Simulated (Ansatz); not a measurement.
Isolated molecules relaxed with PBE0-D4/def2-TZVP in Ansatz; ΔE leaves out vibrations. CCSD(T)/CBS adds triple-zeta CCSD(T) − MP2 to the extrapolated MP2 energy (def2 sets, frozen cores). This one scheme is used for every species. DFT in def2-TZVPP. For Ge outer-core shells are correlated without core-valence functions, which leaves a few kJ/mol of doubt a bond. Scalar relativity is left out up to krypton.

Reaction (germylene formation by 1,1-elimination): `[BH2][GeH]([CH3])[F]` → `BF` + `[CH3][GeH]`

Problem. Is it downhill or uphill in electronic energy at CCSD(T)/CBS, and by how much? (Estimate.)

Solution. The calculation gave: Uphill: ΔE = +17.3 kcal/mol.

Problem. What do these levels give: PBE0, MP2/def2-TZVPP, CCSD/def2-TZVPP, HF/def2-QZVPP, MP2/def2-QZVPP, MP2/CBS(def2)? (Estimate.)

Solution. Computed: PBE0 17.3, MP2/def2-TZVPP 20.4, CCSD/def2-TZVPP 17.5, HF/def2-QZVPP 12.3, MP2/def2-QZVPP 19.9, MP2/CBS(def2) 19.6 kcal/mol.

Largest T1 diagnostic among the species: 0.013.

In def2-TZVPP, CCSD(T) changes the Hartree–Fock value by +5.7 kcal/mol (the triples alone add +0.6 kcal/mol) and MP2 by +8.0 kcal/mol. The D4 term adds +2.3 kcal/mol with B3LYP and +1.3 kcal/mol with PBE0; it sums over pairs of atoms, weighted by their polarisabilities, and B3LYP, whose exchange is more repulsive, gets the larger term. From PBE to PBE0 (25 % exact exchange), in def2-TZVPP and without D4, ΔE moves by +2.4 kcal/mol.

B3LYP here is the variant with VWN-RPA as its local correlation; programs differ in this.
